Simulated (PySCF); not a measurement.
Compound: BFH₅PSi.
InChI=1S/BFH5PSi/c1-3-4-2/h3H,1,4H2

The calculation used TDDFT CAM-B3LYP/def2-SVPD, vertical, gas phase, core orbitals frozen in the response in PySCF 2.14.0, density-fitted response routines. The structure is a single PBE0-D3(BJ)/def2-SVP conformer in the gas phase; no vibrational or solvent corrections. Torsions of this conformer, `[BH2:1][PH:2][SiH2:3][F:4]`: B1–P2–Si3–F4 -151°.

Computed states:

| state | E (eV) | f |
| --- | --- | --- |
| S1 | 5.02 | 0.111 |
| S2 | 5.82 | 0.022 |
| S3 | 6.23 | 0.0085 |
| S4 | 6.31 | 0.016 |
| S5 | 6.62 | 0.160 |
| S6 | 7.30 | 0.081 |
| S7 | 7.41 | 0.0093 |
| S8 | 7.47 | 0.052 |
| S9 | 7.76 | 0.017 |
| S10 | 7.99 | 0.013 |

Broadening: Gaussians 0.4 eV wide at half height, area fixed by f = 4.319×10⁻⁹ ∫ε dν̃. The width is an assumption, not a result. The curve ends short of the highest state used, and states not computed would add to its high-energy end.

(1) What does the envelope look like, and where are its maxima?

(2) On this curve, what absorbance would a 10⁻⁵ mol/L sample give at 193 nm over a 1 cm path?

(3) Coming from long wavelengths, where does ε first pass 100 L mol⁻¹ cm⁻¹?

Results:

(1) 
| λ (nm) | ε (L mol⁻¹ cm⁻¹) |
| --- | --- |
| 167.9 | 8515 |
| 170.5 | 7586 |
| 173.1 | 4948 |
| 175.7 | 2685 |
| 178.4 | 2433 |
| 181.0 | 4616 |
| 183.6 | 8138 |
| 186.2 | 10728 |
| 188.9 | 10599 |
| 191.5 | 8250 |
| 194.1 | 5489 |
| 196.7 | 3461 |
| 199.3 | 2257 |
| 202.0 | 1583 |
| 204.6 | 1320 |
| 207.2 | 1343 |
| 209.8 | 1492 |
| 212.5 | 1567 |
| 215.1 | 1439 |
| 217.7 | 1142 |
| 220.3 | 790 |
| 222.9 | 506 |
| 225.6 | 377 |
| 228.2 | 485 |
| 230.8 | 898 |
| 233.4 | 1688 |
| 236.0 | 2864 |
| 238.7 | 4367 |
| 241.3 | 5816 |
| 243.9 | 6931 |
| 246.5 | 7443 |
| 249.2 | 7224 |
| 251.8 | 6393 |
| 254.4 | 5190 |
| 257.0 | 3885 |
| 259.6 | 2696 |
| 262.3 | 1711 |
| 264.9 | 1032 |
| 267.5 | 584 |
| 270.1 | 312 |
| 272.8 | 153 |
| 275.4 | 74 |
| 278.0 | 34 |
| 280.6 | 15 |

Maxima: 247 nm (5.02 eV), ε about 7500, made up of S1 (100%); 212 nm (5.84 eV), ε about 1600, made up of S2 (96%); 187 nm (6.62 eV), ε about 11000, made up of S5 (98%); 168 nm (7.37 eV), ε about 8500, made up of S6 (58%) and S8 (34%) (ε in L mol⁻¹ cm⁻¹; maxima over ε = 5, shares over 10%).

(2) 193 nm is 6.424 eV, where ε is about 6600 L mol⁻¹ cm⁻¹, so A = ε c l ≈ 0.066 (Beer–Lambert, with the gas-phase spectrum and the assumed width).

(3) At about 274 nm (4.52 eV), 0.50 eV below S1.

The vertical ionisation energy (ΔSCF) is 9.75 eV, 1.77 eV above S10.
